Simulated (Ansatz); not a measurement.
`N#C[SiH2]N[SiH3]` + `C=N` → `C=N[SiH2]N[SiH3]` + `C#N` at 298.15 K and 1 bar (ligand exchange at the Si–C bond).

Calculated with Ansatz (gas phase, PBE0-D4/def2-TZVP geometries, no zero-point term in ΔE). CCSD(T)/CBS is the MP2 limit (def2-TZVPP, def2-QZVPP) plus CCSD(T) − MP2 in def2-TZVPP, frozen cores. This one scheme is used for every species. Each species was taken in one conformer, which may not be the lowest.

| species | CCSD(T)/CBS energy (Eh) | H − E (kJ/mol) | S (J/(mol·K)) |
| --- | --- | --- | --- |
| `N#C[SiH2]N[SiH3]` | -729.26217 | 200.2 | 370.8 |
| `C=N` | -94.52360 | 115.3 | 227.0 |
| `C=N[SiH2]N[SiH3]` | -730.46493 | 259.6 | 380.8 |
| `C#N` | -93.32098 | 52.4 | 201.2 |

H − E and S are ideal-gas, rigid-rotor, harmonic terms from PBE0-D4/def2-TZVP, for one conformer and one mirror image of each species. 1 Eh = 2625.50 kJ/mol, R = 8.31446 J/(mol·K).

By hand: ΔE, ΔH, ΔS and ΔG.

ΔE = (-730.46493) + (-93.32098) − (-729.26217) − (-94.52360) = -0.00014 Eh = -0.4 kJ/mol. Δ(H − E) = 259.6 + 52.4 − 200.2 − 115.3 = -3.5, so ΔH = -3.9 kJ/mol. ΔS = 380.8 + 201.2 − 370.8 − 227.0 = -15.8 J/(mol·K). ΔG = -3.9 − 298.15 × (-15.8)/1000 = 0.8 kJ/mol.

By hand: the equilibrium constant, and the temperature at which ΔG would vanish if ΔH and ΔS stayed fixed.

log₁₀ K = −ΔG/(RT ln 10) = -0.1. ΔG = 0 at ΔH/ΔS = 247 K, though so small a ΔH makes that figure unsure.

TΔS isn't small against ΔH here. The sign of ΔG lies within the doubt. A doubt of 5 kJ/mol in ΔE shifts log₁₀ K by 0.9 here. Other conformers and mirror images would add mixing entropy, several J/(mol·K) or more a flexible species. Modes under 60 cm⁻¹, often nearly free rotors, make the harmonic entropy too high. These are equilibria of isolated gas molecules and say nothing of rates. Largest T1 diagnostic: 0.014 (customary marks: 0.02 for closed shells, 0.045 for open ones).
